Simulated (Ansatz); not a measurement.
Breaking a bond: Si(Me)(OMe)3, SMILES O(C)[Si](C)(OC)OC, singlet. The Si1–O17 bond (Si1 also carries C, O, O; O17 carries C) is stretched with both fragments frozen at the PBE0/def2-SVP optimised geometry.

- UKS-PBE0 = unrestricted PBE0/def2-SVP in Ansatz (an electronic-structure program)
- RKS-PBE0 = restricted PBE0/def2-SVP in Ansatz
- UKS-PBE = unrestricted PBE/def2-SVP run with Ansatz
- RKS-PBE = Ansatz with restricted PBE/def2-SVP

Scanned distances (Å): 1.35, 1.47, 1.55, 1.60, 1.65, 1.69, 1.78, 1.86, 2.00, 2.18, 2.43, 2.68, 3.08, 3.44, 4.04, 4.82.

Question: Where does the unrestricted solution first break spin symmetry (<S²> of 0.01 or more)?

Answer: UKS-PBE0: between 2.43 and 2.68 Å; UKS-PBE: between 2.68 and 3.08 Å.

```
R / Å  <S²> UKS-PBE0  E(RKS-PBE0) − E(UKS-PBE0) / kJ/mol  <S²> UKS-PBE  E(RKS-PBE) − E(UKS-PBE) / kJ/mol
-----  -------------  ----------------------------------  ------------  --------------------------------
1.35            0.00                                 0.0          0.00                               0.0
1.47            0.00                                 0.0          0.00                               0.0
1.55            0.00                                 0.0          0.00                               0.0
1.60            0.00                                 0.0          0.00                               0.0
1.65            0.00                                 0.0          0.00                               0.0
1.69            0.00                                 0.0          0.00                               0.0
1.78            0.00                                 0.0          0.00                               0.0
1.86            0.00                                 0.0          0.00                               0.0
2.00            0.00                                 0.0          0.00                               0.0
2.18            0.00                                 0.0          0.00                               0.0
2.43            0.00                                 0.0          0.00                               0.0
2.68            0.13                                 1.0          0.00                               0.0
3.08            0.64                                33.6          0.36                               5.6
3.44            0.83                                70.9          0.62                              21.7
4.04            0.96                               120.7          0.80                              45.5
4.82            1.00                               159.0          0.88                              63.5
```
